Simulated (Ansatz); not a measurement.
Ansatz (a quantum-chemistry and plane-wave program) input (RI-MP2/def2-TZVPPD):
A basis named .json is the Basis Set Exchange file of that set.

Ansatz 0.2 input:
```yaml
crystal:
  periodic: [false, false, false]
  atoms:
    - {symbol: B, position_ang: [0.14414957, -0.00616732, -0.00768719]}
    - {symbol: H, position_ang: [-0.40731316, -1.05719127, -0.00044344]}
    - {symbol: H, position_ang: [-0.31343467, 1.08802789, 0.03887940]}
basis:
  gaussian:
    orbitals: def2-TZVPPD.json
    fitting: {mean_field: def2-universal-jkfit, correlation: def2-TZVPPD-RIFIT.json}
total_charge: 1
magnetization: {spin_polarized: false}
correlation: {method: mp2, electrons: outside_noble_gas}
```

Output:

```
Functional definition: HF
integrals: 0.01 GiB planned
111 factors; integrals over basis functions are off by at most 9.8e-1 eV
170 factors; integrals over basis functions are off by at most 6.7e-1 eV
mean field: 0.07 GiB planned
mean field evaluation 1: about -692.0446 eV, gradient 9.1e0 eV
mean field evaluation 2: about -692.3670 eV, gradient 2.2e0 eV
mean field evaluation 4: about -692.3947 eV, gradient 7.6e-2 eV
mean field -692.39473942 eV, -25.4450373516 hartree, gradient 1.7e-6 eV, S^2 0.000000; 0 other end points of the search recorded, 0 dependent functions left out
1 core orbitals not correlated
reference -692.39473942 eV, -25.4450373516 hartree; 2, 2 occupied and 68, 68 virtual orbitals, 170 factors
second order -1.91120975 eV of doubles, -0.00000000 eV of singles
Total energy: -694.30594917 eV, -25.5152730145 hartree
```

This state (charge 1, singlet) is run at the relaxed geometry of the species with charge 0 and multiplicity 2.
